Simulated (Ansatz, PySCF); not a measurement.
The pair A = N2 (SMILES N#N) (first 2 atoms), B = H4OSi (SMILES O[SiH3]); geometry from B3LYP-D3(BJ)/def2-TZVP.
(charge 0, multiplicity 1):
```xyz
8

N      0.50565     0.47640    -1.19338
N      0.49268     0.56277    -0.10673
O      0.39900     0.74553     3.08253
Si    -0.36404    -0.54493     3.77055
H      0.47563     0.76975     2.12467
H     -1.77105    -0.66156     3.31027
H     -0.33454    -0.31119     5.22796
H      0.32268    -1.82301     3.45434
```

Cores are frozen in the correlated methods. CBS(a, b) extrapolates the correlation energy as X⁻³ and adds the Hartree–Fock energy of set b. MP2 and its Hartree–Fock in aug-cc-pV(T+d)Z are density fitted.

Codes used: Ansatz (Gaussian basis) for Hartree–Fock, density functionals and correlated methods; PySCF for the dispersion terms. Values without a source in brackets are computed.

The monomers are drawn apart, rigid, along the line of their centres of mass. Counterpoise-corrected interaction energies (kcal/mol):

| level | R = 5.159 Å | R = 6.055 Å |
|---|---|---|
| PBE/def2-TZVPPD | -0.7219 | -0.2571 |
| PBE-D3(BJ)/def2-TZVPPD | -0.9669 | -0.3489 |
| wB97M-V/def2-TZVPPD | -0.7463 | -0.2901 |
| MP2/CBS(aug-cc-pV(D+d)Z, aug-cc-pV(T+d)Z) + ΔCCSD(T)/aug-cc-pV(D+d)Z | -0.8041 | -0.3026 |

Question: R is the distance of the centres of mass. Find the local exponent m of E ∝ R⁻ᵐ between the two points.

Answer: 
m = ln(E₁/E₂)/ln(R₂/R₁): PBE/def2-TZVPPD 6.4; PBE-D3(BJ)/def2-TZVPPD 6.4; wB97M-V/def2-TZVPPD 5.9; MP2/CBS(aug-cc-pV(D+d)Z, aug-cc-pV(T+d)Z) + ΔCCSD(T)/aug-cc-pV(D+d)Z 6.1. For scale, two fixed dipoles give m = 3, dipole and quadrupole 4, quadrupoles 5, and dispersion or dipole-induced dipole 6 at long range; at these distances several terms mix, and what is left of overlap and damping shifts m, so it need not match one of them.

Ansatz is a first-principles code.
